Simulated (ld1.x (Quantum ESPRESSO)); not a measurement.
# Transferability test, PAW potential for Nb (Z = 41)

Nb, PAW, made with ld1.x (Quantum ESPRESSO) 7.5 (PBE, scalar-relativistic). Core [Ar] 3d10, reference 4s2 4p6 4d4 5s0 5p1. Waves: 4s (bound): rcut 1.50, rcutus 2.00 bohr; 5s (bound, empty): rcut 1.50, rcutus 2.00 bohr; 4p (bound): rcut 1.80, rcutus 2.00 bohr; 5p (bound): rcut 1.80, rcutus 2.00 bohr; 4d (bound): rcut 1.80, rcutus 2.00 bohr; 4d channel at 0.85 Ry: rcut 1.80, rcutus 2.00 bohr. Local part: all-electron potential smoothed inside 1.65 bohr (lloc = -1). Core correction: Bessel-smoothed model core inside 1.10 bohr. Augmentation charge: PSQ, inside the norm-conserving radii.

Energies are relative to the spin-unpolarised reference configuration 4s2 4p6 4d4 5s0 5p1; without spin polarisation the order of configurations can differ from experiment. The frozen-core shift is the all-electron ΔE with the core orbitals held at their reference shape minus the fully relaxed ΔE.

Its overlap operator is not positive definite in a basis up to 400 Ry (lowest eigenvalue p -0.10), so the file is unfit for use: the generalised eigenproblem breaks down once the basis is large enough, and its test numbers describe a broken file.

| valence configuration | charge | ΔE all-electron (eV) | error AE − PS (meV) | frozen-core shift (meV) |
| --- | --- | --- | --- | --- |
| 4s2 4p6 4d4 5s1 5p0 | 0 | -2.952 | +0.6 | -0.5 |
| 4s2 4p6 4d4 5s0 5p0 | +1 | 3.685 | -0.9 | +1.0 |
| 4s2 4p6 4d3 5s0 5p0 | +2 | 17.726 | -0.1 | -0.5 |
| 4s2 4p6 4d5 5s0 5p0 | 0 | -1.682 | -1.2 | +1.7 |
| 4s2 4p6 4d2 5s0 5p0 | +3 | 42.450 | +2.2 | -1.0 |
| 4s2 4p6 4d1 5s0 5p0 | +4 | 79.356 | +9.6 | +3.9 |
| 4s2 4p6 4d3 5s1 5p1 | 0 | -0.161 | +2.3 | -2.8 |

Levels in the configuration 4s2 4p6 4d4 5s1 5p0:

| level | all-electron (eV) | pseudo (eV) |
| --- | --- | --- |
| 4s | -58.393 | -58.392 |
| 4p | -34.521 | -34.520 |
| 4d | -3.040 | -3.040 |
| 5s | -3.982 | -3.982 |

A variational frozen-core shift is positive and of second order in the change. This column holds negative values, so the frozen-core run of ld1.x carries numerical noise or an error of first order here, and the column gives no more than the rough size of the effect.

The ghost test of this file was not conclusive.
